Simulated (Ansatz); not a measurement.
Reactions of F₃HSSn, SMILES `[F][Sn]([F])([F])[SH]`.

Program: Ansatz. Geometries: PBE0-D4/def2-TZVP. ΔE: electronic, gas phase. CCSD(T)/CBS adds triple-zeta CCSD(T) − MP2 to the extrapolated MP2 energy (def2 sets, frozen cores). This one scheme is used for every species. Functionals use def2-TZVPP. Elements past krypton have def2 core potentials. For I, In, Sn, Zr outer-core shells are correlated without core-valence functions, which leaves a few kJ/mol of doubt a bond. Each species was taken in one conformer, which may not be the lowest.

```tsv
reaction	CCSD(T)/def2-SVP (eV)	PBE-D4 (eV)	HF/CBS(def2) (eV)
`[F][Sn]([F])([F])[SH]` + `[OH][Zr]([OH])([OH])[SH]` → `[OH][Sn]([F])([F])[F]` + `[OH][Zr]([OH])([SH])[SH]`	0.90	0.78	0.84
`[F][Sn]([F])([F])[SH]` + `C=[CH][InH][F]` → `C=[CH][Sn]([F])([F])[F]` + `[F][InH][SH]`	-0.52	-0.46	-0.53
`[F][Sn]([F])([F])[SH]` + `N[SiH]([SiH3])[SiH3]` → `[F][Sn]([F])([F])[SiH3]` + `N[SiH]([SiH3])S`	-0.49	-0.58	-0.61
`[F][Sn]([F])([F])[SH]` + HI → `[F][Sn]([F])([F])[I]` + H₂S	-0.41	-0.40	-0.49
```

Q: Give the CCSD(T)/CBS values in the same order. (Estimate.)

A: The calculation gave: 0.76, -0.47, -0.60, -0.46 eV.

Largest T1 diagnostic: 0.017, for `[OH][Zr]([OH])([SH])[SH]`.
